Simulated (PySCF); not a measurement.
# Electric field gradients and quadrupole coupling constants

Compound: C4H5F3O.
Numbering: `[CH3:1][C@@:2]([F:3])([CH2:4][F:5])[C:6](=[O:7])[F:8]` (hydrogens: H9, H10, H11 on C1; H12, H13 on C4)

Geometry (GFN2-xTB, Å), atoms numbered from 1 in this order:
```xyz
13
C4H5F3O angstrom
C     -0.8284   -0.9835   -0.6151
C     -0.1051   -0.0885    0.3916
F     -0.2664   -0.6275    1.6514
C      1.3972    0.0010    0.0818
F      1.9886    1.0028    0.7959
C     -0.7363    1.2942    0.4046
O     -1.3402    1.8443    1.2443
F     -0.5411    1.8836   -0.8103
H     -0.3396   -1.9540   -0.6526
H     -0.8161   -0.5315   -1.6026
H     -1.8587   -1.1245   -0.2959
H      1.8855   -0.9360    0.3677
H      1.5562    0.2201   -0.9784
```

Field gradients from the PBE0/pcSseg-1 density (PySCF, non-relativistic), principal values in atomic units, ordered |Vxx| ≤ |Vyy| ≤ |Vzz|:

```csv
atom,Vxx,Vyy,Vzz
O7,0.3729,1.2093,-1.5822
```

Problem. Find the asymmetry η = (Vxx − Vyy)/Vzz and the couplings χ = eQV/h (234.96 MHz × Q in barn × V in au), with Q(17O) = −0.0256 b.

Solution. 
| atom | environment | nucleus | η | χzz (MHz) | χxx (MHz) | χyy (MHz) |
| --- | --- | --- | --- | --- | --- | --- |
| O7 | carbonyl oxygen | 17O | 0.53 | 9.52 | -2.24 | -7.27 |

Problem. What is Vzz at O7 in SI units (1 au = 9.71736 × 10²¹ V/m²)?

Solution. -1.5822 au = -15.375 × 10²¹ V/m².

Were the hydrogens deuterons (Q(2H) = 0.00286 b), χzz would run from 191 kHz (H13) to 210 kHz (H9).

Isolated species at its GFN2-xTB geometry (one conformer only). GFN2-xTB bond lengths can be off by several hundredths of an ångström, more for odd bonds, and the gradients follow them. With so small a basis the couplings can be 20 % off.
